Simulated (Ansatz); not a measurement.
CH₇GaSi, SMILES `[SiH3][CH2][GaH2]`. Total charge 0; spin multiplicity 1.

Cartesian coordinates in Å:
```
Si 1.300 -0.609 0.112
C -0.566 -0.550 0.150
Ga -1.283 1.235 -0.265
H 1.827 -1.966 0.426
H 1.872 0.346 1.101
H 1.806 -0.221 -1.234
H -0.896 -0.850 1.149
H -0.945 -1.273 -0.578
H -1.600 1.618 -1.755
H -1.515 2.269 0.894
```

**Question.** List the harmonic frequencies (cm⁻¹, unscaled) at PBE0-D4/def2-TZVP in Ansatz. (Best estimate.)

**Answer.** The calculation gave: 79, 107, 124, 417, 492, 503, 563, 694, 730, 770, 771, 938, 949, 955, 990, 991, 1385, 1965, 1966, 2210, 2211, 2211, 3060, 3126.

**Question.** Is this a minimum?

**Answer.** Yes, all 24 modes are real.

**Question.** Give the ideal-gas thermochemistry at 298.15 K and 1 bar (rigid rotor, harmonic oscillator; point group Cs, symmetry number 1).

**Answer.** Zero-point energy 168.7 kJ/mol; H(298) − E = 188.4 kJ/mol; entropy 337.9 J/(mol·K), of which translation 168.2, rotation 108.4, vibration 61.3; G(298) − E = 87.7 kJ/mol. Modes under 100 cm⁻¹ are hindered rotations or soft bends, so the harmonic entropy is rough.

**Question.** And at 400, 500, 600, 800 and 1000 K?

**Answer.** 
```
T (K)  H − E (kJ/mol)  S (J/mol/K)  G − E (kJ/mol)
  400           199.8        370.6            51.6
  500           212.8        399.6            13.0
  600           227.4        426.1           -28.3
  800           259.8        472.6          -118.3
 1000           295.7        512.5          -216.9
```

**Question.** Rotational constants (cm⁻¹)?

**Answer.** 0.6047, 0.06821, 0.06521.
